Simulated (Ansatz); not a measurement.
Compare A (`N[Si]1(F)COC1`) with its isomer B (`FC1OCN1[SiH3]`).

Program: Ansatz. Geometries: PBE0-D4/def2-TZVP. ΔE: electronic, gas phase. CBS: MP2 limit from def2 TZ/QZ plus the TZ coupled-cluster correction, frozen cores. Functionals use def2-TZVPP. B3LYP here is the variant with VWN-RPA as its local correlation; programs differ in this. One conformer a species, not always the lowest.

Question: Which is lower in electronic energy at CCSD(T)/CBS, and by how much? (An estimate is asked.)

Answer: The calculation gave: A, by 64.3 kcal/mol.

Question: Give E(B) − E(A) in kcal/mol with B3LYP, MP2/def2-TZVPP, ωB97M-V, B3LYP-D4, HF/def2-TZVPP, CCSD(T)/def2-TZVPP, CCSD/def2-TZVPP. (Best estimate.)

Answer: The calculation gave: B3LYP 61.6, MP2/def2-TZVPP 64.1, ωB97M-V 62.2, B3LYP-D4 61.5, HF/def2-TZVPP 56.9, CCSD(T)/def2-TZVPP 60.9, CCSD/def2-TZVPP 61.1. None reverses the order clearly.

Largest T1 diagnostic: 0.012.

From PBE to PBE0 (25 % exact exchange), in def2-TZVPP and without D4, E(B) − E(A) moves by +0.7 kcal/mol. In def2-TZVPP, CCSD(T) changes the Hartree–Fock value by +4.0 kcal/mol (the triples alone add −0.1 kcal/mol) and MP2 by +7.2 kcal/mol.
